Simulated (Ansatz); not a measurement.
A single point on CH$_{3}$AlFNS, SMILES `N=[CH][Al]([F])[SH]`.

```yaml
crystal:
  periodic: [false, false, false]
  atoms:
    - {symbol: N, position_ang: [-0.200622, 1.259154, 0.727741]}
    - {symbol: C, position_ang: [0.692900, 0.352591, 0.665267]}
    - {symbol: Al, position_ang: [0.222593, -1.074240, -0.605168]}
    - {symbol: F, position_ang: [1.225567, -2.356526, -0.853317]}
    - {symbol: S, position_ang: [-1.650077, -0.903403, -1.660794]}
    - {symbol: H, position_ang: [0.036660, 2.005883, 1.386975]}
    - {symbol: H, position_ang: [1.608225, 0.405627, 1.273265]}
    - {symbol: H, position_ang: [-1.842947, 0.253814, -0.989672]}
basis:
  gaussian: {orbitals: def2-QZVPP}
correlation: {method: mp2}
```

```sh
$ ansatz run in.yaml --threads 2 --pin off --events-out ev --progress --plain --max-ram 4352MiB
```

It prints (some lines left out):

```
Functional definition: HF
2412 factors; integrals over basis functions are off by at most 8.3e-4 eV
mean field evaluation 1: about -22668.3198 eV, gradient 4.2e1 eV
mean field evaluation 2: about -22668.4474 eV, gradient 4.2e1 eV
mean field evaluation 4: about -22672.1494 eV, gradient 3.6e0 eV
mean field evaluation 8: about -22672.2198 eV, gradient 3.8e-1 eV
mean field evaluation 16: about -22672.2211 eV, gradient 2.0e-6 eV
mean field -22672.22114730 eV, -833.1887593799 hartree, gradient 2.0e-6 eV, S^2 0.000000; 0 other end points of the search recorded, 0 dependent functions left out; unrestricted orbitals would lower it
13 core orbitals not correlated: weight in the atoms' cores, before any rotation towards them, 1.000 or more for the frozen orbitals, at most 0.000 for the correlated occupied ones
reference -22672.22114730 eV, -833.1887593799 hartree; 14, 14 occupied and 374, 374 virtual orbitals, 2412 factors
second order -25.24048155 eV of doubles, -0.00000000 eV of singles
Total energy: -22697.46162885 eV, -834.1163299683 hartree
```

It took 30 s on 2 threads of an Arm Neoverse V1 on a shared host, with 1.8 GiB of host memory at the peak.
